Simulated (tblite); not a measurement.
Compound: C6H8NOSi (doublet state).
Bonds: O1–C2, C2–C3 (aromatic), C3–C4 (aromatic), C4–C5 (aromatic), C5–C6 (aromatic), C6–N7, N7–Si8, C6–C9 (aromatic), C2–C9 (aromatic). Hydrogens: H10 on C3; H11 on C4; H12 on C5; H13 on N7; H14, H15, H16 on Si8; H17 on C9.

Computed geometry: GFN2-xTB, gas phase. This method treats the open shell by occupation alone, without spin polarisation.

(1) What internal coordinates does the optimisation give?

Results:

(1) 
```
                     bond  length (pm)
                    O1–C2        123.9
                    C2–C3        145.6
                    C3–C4        136.6
                    C4–C5        139.4
                    C5–C6        141.0
                    C6–N7        137.3
                   N7–Si8        173.6
                    C6–C9        137.9
                    C2–C9        144.0
                   C3–H10        107.9
                   C4–H11        108.1
                   C5–H12        107.8
                   N7–H13        100.9
Si8–H14, Si8–H15, Si8–H16        146.3
                   C9–H17        108.1
```

Bonds in one row agree within 1 pm and their mean is given. A selection of angles:
```
      angle  degrees
   O1–C2–C3    121.6
   O1–C2–C9    122.2
   C3–C2–C9    116.2
   C2–C3–C4    120.7
  C2–C3–H10    117.3
  C4–C3–H10    122.0
   C3–C4–C5    121.1
  C3–C4–H11    120.1
  C5–C4–H11    118.8
   C4–C5–C6    120.9
  C4–C5–H12    120.1
  C6–C5–H12    119.0
   C5–C6–N7    120.3
   C5–C6–C9    118.8
   N7–C6–C9    120.9
  C6–N7–Si8    129.4
  C6–N7–H13    112.3
 Si8–N7–H13    118.2
 N7–Si8–H14    110.0
 N7–Si8–H15    103.1
H14–Si8–H15    111.8
H14–Si8–H16    110.1
  C6–C9–H17    120.7
   C2–C9–C6    122.3
  C2–C9–H17    117.0
```

Torsions: C5–C6–N7–Si8 -1° (synperiplanar).

Of the pairs four or more bonds apart, Si8···H12 is among the closest relative to their van der Waals radii: 2.76 Å, 84 % of the sum of Bondi's values. C9 (carbon bonded to 2 C and H) is planar (angles 122.3°, 120.7° and 117.0°, sum 360.0°, 0.00 Å off the plane of its three neighbours). The 9 heavy atoms lie in one plane (0.005 Å rms). Si8 (silicon bonded to N and 3 H) is distorted tetrahedral (angles from 103.1° to 112.0°). C5 (carbon bonded to 2 C and H) is planar (angles 120.9°, 120.1° and 119.0°, sum 360.0°, 0.00 Å off the plane of its three neighbours). C4 (carbon bonded to 2 C and H) is planar (angles 121.1°, 120.1° and 118.8°, sum 360.0°, 0.00 Å off the plane of its three neighbours). The C–C distances run from 1.366 Å (C3–C4, aromatic) to 1.456 Å (C2–C3, aromatic), a spread of 0.090 Å.

Point group: Cs (every atom within 0.08 Å of its image). Its GFN2-xTB frequencies are all real (lowest 55 cm⁻¹).

One conformer stands for the species.
